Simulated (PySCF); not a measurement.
# Bond curve of BBr

Set-up: PySCF, no relativity, basis sets B def2-TZVPP, Br def2-TZVPP. Energies in eV from B + Br in their ground configurations at the same level. State: ¹Σ⁺ (singlet), closed shell.

All columns are PBE0. A positive dipole means B(−)Br(+).

```tsv
R (Å)	E (eV)	μ (D)	Mulliken charge on B (basis-dependent)	HOMO (eV)	LUMO (eV)	Mayer bond order	⟨S²⟩
1.633	-3.691	3.20	-0.23	-6.53	-1.52	1.72	0.00
1.709	-4.190	2.73	-0.15	-6.78	-1.69	1.63	0.00
1.785	-4.460	2.24	-0.08	-7.04	-1.86	1.56	0.00
1.842	-4.554	1.86	-0.04	-7.24	-1.99	1.52	0.00
1.899	-4.578	1.46	-0.01	-7.42	-2.12	1.48	0.00
1.956	-4.550	1.07	0.02	-7.60	-2.26	1.44	0.00
2.032	-4.450	0.55	0.06	-7.82	-2.43	1.40	0.00
2.127	-4.257	-0.11	0.11	-8.05	-2.65	1.34	0.00
2.241	-3.965	-0.86	0.17	-8.25	-2.91	1.28	0.00
2.393	-3.523	-1.83	0.24	-8.37	-3.24	1.20	0.00
```

A fit through these points gives, at Re = 1.894 Å, μ = 1.50 D and dμ/dR = -6.89 D/Å; the reduced mass is 9.662 u.

**Question.** How strong is the fundamental in the double-harmonic approximation, I = 42.26·(dμ/dR)²/μred km/mol?

**Answer.** I = 42.26·(-6.89)²/9.662 = 208 km/mol at PBE0.
